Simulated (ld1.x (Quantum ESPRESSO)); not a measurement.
# tantalum, TM: configuration errors across variants

ld1.x (Quantum ESPRESSO) 7.5 input, shortened:

```
&input
   title='Ta', zed=73., rel=2, dft='PBE', iswitch=3,
   config='[Xe] 4f14 5d3 6s1.5 6p0.5', rel_dist='average'
 /
 &inputp
   pseudotype=2, tm=.true., lloc=-1, rcloc=2.85,
   nlcc=.false.
 /
3
6S  1  0   1.50   0.00  2.20  2.20  0.0
6P  2  1   0.50   0.00  3.25  3.25  0.0
5D  3  2   3.00   0.00  2.90  2.90  0.0
 &test
   configts(1)='5d3 6s1.5 6p0.5'
 /
```

Open shells are filled in proportion to 2j + 1 (rel_dist='average').

All-electron excitation energies from the reference (eV): (1) 5d3 6s2 6p0 -2.041; (2) 5d3 6s1 6p0 6.431; (3) 5d3 6s0 6p0 21.404; (4) 5d2 6s2 6p1 0.906; (5) 5d4 6s1 6p0 0.049; (6) 5d2 6s0 6p0 44.996; (7) 5d3.5 6s1.5 6p0 -1.054.

A true bound ghost makes a file unfit for plane-wave use even where its test errors are small: the radial tests pick states by their node count and pass the ghost by.

Errors AE − PS in meV (a dash: test not solved or not reliable):

| change | (1) | (2) | (3) | (4) | (5) | (6) | (7) | bound ghosts |
| --- | --- | --- | --- | --- | --- | --- | --- | --- |
| base | +1.1 | +8.2 | +108 | +36 | +1.4 | +181 | -1.4 | none |
| all radii scaled by about 0.78 (s 1.72, p 2.52, d 2.26 bohr); local potential all-electron potential smoothed inside 2.22 bohr (lloc = -1) | +8.5 | +16 | +319 | +49 | +2.8 | +303 | -8.2 | s |
| all radii scaled by about 0.84 (s 1.84, p 2.72, d 2.42 bohr); local potential all-electron potential smoothed inside 2.38 bohr (lloc = -1) | +7.7 | +15 | +265 | -32 | -37 | +273 | -18 | s |
| all radii scaled by about 0.90 (s 1.98, p 2.92, d 2.60 bohr); local potential all-electron potential smoothed inside 2.56 bohr (lloc = -1) | +13 | +33 | +163 | +674 | +58 | +208 | +31 | s |
| all radii scaled by about 1.07 (s 2.36, p 3.48, d 3.10 bohr); local potential all-electron potential smoothed inside 3.06 bohr (lloc = -1) | +0.8 | +7.8 | +101 | +31 | +2.4 | +184 | -1.4 | none |
| all radii scaled by about 1.17 (s 2.58, p 3.80, d 3.38 bohr); local potential all-electron potential smoothed inside 3.34 bohr (lloc = -1) | +0.5 | +7.1 | +88 | +41 | +8.2 | +173 | 0.0 | none |
| all radii scaled by about 1.24 (s 2.72, p 4.02, d 3.58 bohr); local potential all-electron potential smoothed inside 3.52 bohr (lloc = -1) | +0.2 | +6.1 | +68 | +63 | +21 | +161 | +3.5 | none |
| all radii scaled by about 1.32 (s 2.90, p 4.30, d 3.84 bohr); local potential all-electron potential smoothed inside 3.76 bohr (lloc = -1) | +0.1 | +3.9 | +43 | +82 | +33 | +141 | +6.9 | none |

(1) Give the same row for: all radii scaled by about 1.40 (s 3.08, p 4.56, d 4.06 bohr); local potential all-electron potential smoothed inside 4.00 bohr (lloc = -1).

Results:

(1) -0.6, +0.1, -1.6, +117, +57, +125, +14; bound ghosts: none.
